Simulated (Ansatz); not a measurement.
A made-up structure of BSiH₄I, closed shell:

```
7
angstrom
B -0.7773 -0.0505 -0.4633
Si 0.4873 0.2112 0.2452
I 0.7710 -1.9835 0.9657
H -1.3426 -1.1647 -0.5247
H -0.9703 0.9688 -0.8418
H 0.2508 1.2795 1.3950
H 1.5811 0.7391 -0.7761
```

It is relaxed with PBE-D4/def2-SVP and then PBE0-D4/def2-TZVP (Ansatz 0.2.0). Atoms count as bonded within 1.22 times the sum of their covalent radii (H–H: 0.88 Å). The end point is not checked to be a true minimum.

Q: Does its bonding change? (Judge from chemistry; the calculation decides.)

A: Computed: No: no bond forms or breaks.

Where it ends: The first stage lowers the energy by 5.82 eV in 7 steps. It ends as BSiH₄I ([BH2][SiH2][I]):
```xyz
7
angstrom
B -1.0716 0.0511 -0.6690
Si 0.6482 0.1408 0.3605
I 1.3366 -2.0101 1.3123
H -1.7121 -0.9472 -0.7919
H -1.4716 1.0555 -1.1820
H 0.5168 1.1020 1.4893
H 1.7537 0.6079 -0.5194
```

Labels in which every atom is bracketed show which atoms are joined, not bond orders.

For scale, one of the runs: PBE0-D4/def2-TZVP relaxation, 142 basis functions, launched by `ansatz run in.yaml --threads 2 --pin off --events-out ev --progress --plain --max-ram 4352MiB`. The run took about 24 s on 2 CPU threads of an Arm Neoverse V2 (shared host).
